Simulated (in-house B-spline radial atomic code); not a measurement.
## Ionising Lu III (Lu2+) with different functionals

Computed with a B-spline radial code for spherical atoms: scalar-relativistic (spin-free X2C) Hamiltonian, Fermi nucleus of rms radius 5.37 fm, spin-polarised at highest spin, spherical fractional occupations for the functionals, and exact exchange of hybrids averaged over the configuration. The ionisation energy is the difference of two self-consistent energies, [Xe] 4f14 6s1 → [Xe] 4f14, without Breit or QED terms; ε is the level of the shell that loses the electron (its least bound occupied spin orbital). There is no spin-orbit coupling in this Hamiltonian.

| method | rung | ΔSCF (eV) | -ε(6s) (eV) |
| --- | --- | --- | --- |
| PBE0 | global hybrid | 21.00 | 18.60 |
| B3LYP | global hybrid | 21.34 | 18.64 |
| TPSSh | global hybrid | 20.81 | 18.06 |
| M06-2X | global hybrid | 20.94 | 19.34 |
| BHandHLYP | global hybrid | ? | ? |
| r2SCAN0 | global hybrid | 20.78 | 18.73 |
| B97-1 | global hybrid | ? | ? |
| HSE06 | range-separated hybrid | 21.04 | 18.30 |
| wB97X | range-separated hybrid | 20.49 | 20.38 |
| CAM-B3LYP | range-separated hybrid | 21.28 | 19.87 |
| LC-wPBE | range-separated hybrid | 20.84 | 20.80 |

Task: What does B97-1 give?

Result: ΔSCF 20.75 eV, and -ε(6s) = 18.21 eV.

Task: What does BHandHLYP give?

Result: ΔSCF 20.96 eV, and -ε(6s) = 19.23 eV.

Task: Among the functionals, which spreads more, the ΔSCF values or the orbital energies?

Result: The orbital energies: ΔSCF values span about 0.85 eV and the orbital energies 2.74 eV.

Task: How do they compare with the NIST value?

Result: NIST lists 20.959 eV ± 0.0012 (measured, ground level to ground level). Errors run from -0.47 to +0.38 eV; BHandHLYP is closest (-0.00 eV), but part of that can be cancellation, since the calculations leave out Breit-QED terms.
